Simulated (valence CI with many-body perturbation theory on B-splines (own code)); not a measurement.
**Which ion has this spectrum?**

A relativistic CI+MBPT calculation for an atom or ion with 16 electrons gives these levels (eV):

```tsv
J	Parity	E	g
2	even	0.00	1.33
0	even	17.99	
2	odd	214.31	1.04
1	odd	221.73	1.12
0	odd	222.16	
3	odd	222.43	1.10
1	even	247.34	1.49
2	even	256.28	1.14
4	odd	276.00	1.26
2	odd	280.96	1.25
3	odd	299.24	1.19
1	odd	309.22	1.05
2	odd	412.66	1.47
1	odd	432.02	1.19
```

The energies are calculated, and their last digits are not significant.

Question: Which is it?
A. Ho51+
B. Tm53+
C. Lu55+
D. Hf56+

Answer: B. Tm53+, ground level (3s^2 3p1/2^2 3p3/2^2) J=2.
